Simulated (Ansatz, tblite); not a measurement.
Cost and result up the ladder for Cu(SH)2 (CuH2S2) (5 atoms). Total charge 0; doublet. Geometry: PBE0-D4/def2-TZVP.

```xyz
5

Cu   -0.004    0.004   -0.002
S     1.238    1.614    0.580
H     0.661    1.789    1.784
S    -1.242   -1.611   -0.583
H    -0.653   -1.796   -1.779
```

Ansatz on 4 threads of Arm Neoverse V1 on a shared host; xTB runs through tblite on one thread. Times are rough, summed over both states, and most runs start from the orbitals of an earlier one. CCSD(T)/def2-TZVPP serves as the yardstick here, not as an exact answer. The other state is a triplet.

The xTB rows come from tblite. Correlated methods freeze 19 core orbitals. No other spin state of charge 0 was run.

Correlated methods converge slowly with the basis.

Raw xTB energies of ions are shifted by several eV, and xTB has no spin-polarisation term.

| level | functions | wall time |
| --- | --- | --- |
| GFN2-xTB | 29 | 0.01 s |
| GFN1-xTB | 31 | 0.028 s |
| PBE-D4/def2-TZVP (with forces) | 131 | 4.6 s |
| PBE0-D4/def2-TZVP | 131 | 6.2 s |
| r2SCAN-D4/def2-TZVP | 131 | 10 s |
| CCSD(T)/def2-TZVPP | 176 | 4.2 min |

Q: Estimate what each level gives for the vertical IE (eV).

A: 
| level | vertical IE (eV) | difference from CCSD(T)/def2-TZVPP (eV) |
| --- | --- | --- |
| GFN2-xTB | 14.03 | 6.06 |
| GFN1-xTB | 14.06 | 6.09 |
| PBE-D4/def2-TZVP (with forces) | 9.26 | 1.29 |
| PBE0-D4/def2-TZVP | 8.99 | 1.02 |
| r2SCAN-D4/def2-TZVP | 9.17 | 1.19 |
| CCSD(T)/def2-TZVPP | 7.97 | 0.00 |
